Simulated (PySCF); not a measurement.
Species: C₂H₇BO.
Cartesian coordinates in Å at the PBE0-D3(BJ)/def2-SVP level; atoms count from 1:
```
atom  x, y, z in Å
B1     1.945    0.336   -0.279
C2     0.538    0.162    0.353
O3    -0.453   -0.276   -0.524
C4    -1.705   -0.403    0.068
H5     2.148    0.152   -1.455
H6     2.849    0.684    0.446
H7     0.283    1.153    0.809
H8     0.634   -0.505    1.244
H9    -1.702   -1.138    0.899
H10   -2.075    0.560    0.475
H11   -2.412   -0.750   -0.699
```

The calculation used PBE0-D3(BJ)/def2-SVP geometry optimisation, gas phase (PySCF 2.14.0).

Take the most abundant isotopes and a rigid rotor. The values belong to one conformer with, in the numbering `[BH2:1][CH2:2][O:3][CH3:4]`, H–B1–C2–O3 3° and -178°, B1–C2–O3–C4 -179°.

Problem. What are A, B and C (GHz)?

Solution. Ia = 16.09, Ib = 118.11, Ic = 127.88 u·Å²; 505379 MHz·u·Å²/I gives 31411, 4279 and 3952 MHz, that is A = 31.411, B = 4.2789, C = 3.9520 GHz.

Problem. What kind of rotor is it?

Solution. A near-prolate asymmetric top: κ = (2 × 4279 − 31411 − 3952)/(31411 − 3952) = -0.98.

Problem. Is it planar, by Δ = Ic − Ia − Ib?

Solution. Not planar: Δ = Ic − Ia − Ib = -6.32 u·Å². For a rigid frame Δ = −2 Σ m c², so Σ m c² = 3.16 u·Å² lies off the ab plane, practically all of it from hydrogen. The atom farthest from that plane is 0.91 Å away.

Problem. List the rotational levels J(Ka,Kc) to J = 4 (MHz).

Solution. Above 0(0,0):
J = 1: 1(0,1) 8231, 1(1,1) 35363, 1(1,0) 35690
J = 2: 2(0,2) 24690, 2(1,2) 51498, 2(1,1) 52479, 2(2,1) 133875, 2(2,0) 133878
J = 3: 3(0,3) 49371, 3(1,3) 75699, 3(1,2) 77660, 3(2,2) 158568, 3(2,1) 158583, 3(3,1) 295048, 3(3,0) 295048
J = 4: 4(0,4) 82265, 4(1,4) 107963, 4(1,3) 111232, 4(2,3) 191490, 4(2,2) 191534, 4(3,2) 327978, 4(3,1) 327978, 4(4,1) 519042, 4(4,0) 519042

Problem. Which types of transition are allowed, and where do some lines up to J = 3 fall?

Solution. The dipole components are |μa| = 0.72 D, |μb| = 1.45 D, |μc| = 0.03 D. Intensities carry the squares of the components, which stand as 0.24 : 1.00 : 0.00 (a : b : c). Some lines, for components of 0.1 D or more:

```tsv
type	branch	J(Ka,Kc)	MHz	lower level (cm⁻¹)
a	Q	1(1,0) ← 1(1,1)	327	1.180
a	Q	2(1,1) ← 2(1,2)	981	1.718
a	Q	3(1,2) ← 3(1,3)	1961	2.525
a	R	1(0,1) ← 0(0,0)	8231	0.000
a	R	2(1,2) ← 1(1,1)	16135	1.180
a	R	2(0,2) ← 1(0,1)	16459	0.275
a	R	2(1,1) ← 1(1,0)	16789	1.190
a	R	3(0,3) ← 2(0,2)	24681	0.824
a	R	3(2,2) ← 2(2,1)	24693	4.466
a	R	3(1,2) ← 2(1,1)	25181	1.751
b	Q	2(1,1) ← 2(0,2)	27789	0.824
b	Q	2(2,0) ← 2(1,1)	81400	1.751
b	Q	2(2,1) ← 2(1,2)	82377	1.718
b	Q	3(2,2) ← 3(1,3)	82869	2.525
b	R	2(2,1) ← 1(1,0)	98185	1.190
b	R	3(2,1) ← 2(1,2)	107085	1.718
b	R	3(3,1) ← 2(2,0)	161170	4.466
```

No frequency check. Constants of a rigid frame at the computed geometry: no zero-point averaging, no centrifugal distortion. A rigid rotor knows nothing of internal rotation, which can split or shift real lines. Quadrupole hyperfine structure (11B) is left out.

Time: 16 s wall; peak memory 0.38 GiB. Hardware: one thread of an Arm Neoverse V1, shared host. These figures are those of the optimisation.
